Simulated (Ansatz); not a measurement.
NiBr2(PH3)2 (NiP2H6Br2), relaxed as a triplet with UKS PBE-D4/def2-SVP in Ansatz, starting from the PBE-D4/def2-SVP geometry of the neutral singlet. Force threshold 0.02 eV/Å.

At PBE-D4/def2-SVP a singlet of charge 0 lies 0.64 eV below the triplet, each at its own geometry.

Start:

```xyz
11

Ni   -0.0055   -0.0685   -0.0758
Br    0.2777    1.1168   -2.0350
Br   -0.2736   -1.1415    1.9611
P     2.1261   -0.3629    0.1361
H     2.6122   -1.6664    0.4678
H     2.7526    0.3652    1.1970
H     3.0176   -0.0249   -0.9317
P    -2.1322    0.3147   -0.1754
H    -2.7871    0.4097   -1.4428
H    -2.5367    1.5785    0.3630
H    -3.0511   -0.5207    0.5356
```

Task: Estimate the energy that the relaxation releases and the steps that it takes.

Result: 0.44 eV, in 12 steps; 26 s on 4 threads of Intel Xeon Platinum 8488C on a shared host. The force fell under the threshold at step 11, but the optimiser went on. No frequencies were taken in this run, so the end may be a saddle point.

Task: Does the start keep its bonding and symmetry?

Result: By distances, no bond broke or formed. The bond that changes most is Ni1–P4, from 2.16 to 2.28 Å (atoms count from 1).

Task: Predict the relaxed structure.

Result: 
```xyz
11

Ni    0.0054    0.0461    0.0305
Br    0.4093    1.9448   -1.3058
Br   -0.2313   -0.3794    2.3364
P     2.1996   -0.5675    0.0248
H     2.6766   -1.7731    0.6364
H     2.9983    0.3551    0.7683
H     2.9996   -0.6031   -1.1642
P    -2.2466    0.1550   -0.2966
H    -2.8419    0.3273   -1.5891
H    -2.8076    1.3099    0.3300
H    -3.1615   -0.8152    0.2292
```
Bond lengths: 2 × Br–Ni 2.36 Å; 2 × Ni–P 2.28 Å; 6 × H–P 1.43 Å.
